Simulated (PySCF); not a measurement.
# From computed data to an observable: oscillator strength and radiative lifetime

In(Cl)2(NH2) (Cl2H2InN), SMILES [NH2][In]([Cl])[Cl].

The structure is a stationary point at PBE0-D3(BJ)/def2-SVP. The def2 effective core potentials stand for the cores of In; spin–orbit coupling is left out. Other conformers were not sampled.

TDA-M06-2X/def2-SVPD (PySCF) puts the first singlet state with f over 0.02 at 5.00 eV (vertical), with the transition dipole (-0.320, 0.518, 0.000) in atomic units.

**Question.** Find the oscillator strength, the wavelength and the radiative lifetime that this transition would have in vacuum if emission retraced absorption.

**Answer.** 
|μ|² = 0.3707 au, so |μ| = 1.55 D. ΔE = 5.00/27.211 = 0.1837 hartree. f = (2/3) ΔE |μ|² = 0.045 (the program prints 0.045).
λ = 1239.84/5.00 = 248 nm; ν = 40328 cm⁻¹.
Einstein's coefficient A = 0.6670 ν² f s⁻¹ (ν in cm⁻¹) = 4.9e7 s⁻¹, so τ = 1/A = 20 ns. This state is S1. The figure is the radiative limit of this one transition; relaxation, internal conversion, crossing to triplets and a medium change what is measured.
